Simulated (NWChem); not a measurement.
Ionisation of CSi

```xyz
2

Si     0.0000     0.0000     0.5212
C      0.0000     0.0000    -1.2161
```
Charge 0, spin multiplicity 3.

All runs are NWChem calculations. All single points use one geometry, from UPBE/def2-SVP, a minimum by its harmonic frequencies.

Basis set: def2-TZVP. The species with one electron less has spin multiplicity 4 and keeps the geometry of the parent. Δ marks differences of total energies (open shells unrestricted). −ε marks an orbital energy of the parent. That orbital need not have the symmetry of the hole or added electron in the Δ rows.

B3LYP has NWChem's definition, with VWN1-RPA local correlation. This spin state was chosen for the runs; another may lie lower. The structure started from a generated list of species. The unpaired electrons of the parent sit in orbitals of symmetry a1 and b1 (C2v labels of the run); other states weren't searched. No SCF solution was tested for a lower state.

Problem. Order these methods by the first vertical ionisation energy they give, lowest first: −ε(beta HOMO) of PBE0, −ε(beta HOMO) of B3LYP, −ε(beta HOMO) of M06-2X, −ε(beta HOMO) of PBE, ΔPBE0.

Solution. −ε(beta HOMO) of PBE (5.64 eV), −ε(beta HOMO) of B3LYP (6.35 eV), −ε(beta HOMO) of PBE0 (6.53 eV), −ε(beta HOMO) of M06-2X (7.26 eV), ΔPBE0 (8.88 eV)
